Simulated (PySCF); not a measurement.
**Different ions with F ligands: trigonal planar complexes compared**

All values are computed with PySCF: state-averaged CASSCF of the d shell with SC-NEVPT2, spin-free X2C, triple-zeta basis on the metal and double-zeta on the ligands, mean-field spin-orbit coupling; model geometries with bond lengths from ionic radii.

| complex | point group | M–L / Å | L–M–L / ° | solvent |
| --- | --- | --- | --- | --- |
| [FeF3]- | D3h | 1.90 | 120 | none |
| CoF3 | D3h | 1.73 | 120 | none |
| MnF3 | D3h | 1.76 | 120 | none |
| [MnF3]- | D3h | 1.95 | 120 | water |

Task: Rank by the spin-orbit constant ζ, lowest first.
A. MnF3
B. CoF3
C. [FeF3]-
D. [MnF3]-

Result: D (304 cm⁻¹), A (324 cm⁻¹), C (397 cm⁻¹), B (531 cm⁻¹).

Task: What are the ground states and moments?

Result: 
```
complex  shell  ground state (NEVPT2)  total orbital splitting (CASSCF fit) / cm⁻¹  μeff(300 K) / μB
[FeF3]-     d6                   5A1'                                         9864              5.23
   CoF3     d6                   5A1'                                        13985              5.31
   MnF3     d4                    5E'                                        14653              4.26
[MnF3]-     d5                   6A1'                                         9113              5.92
```

The trigonal planar shape is imposed. Real complexes may take another, with another ground state.
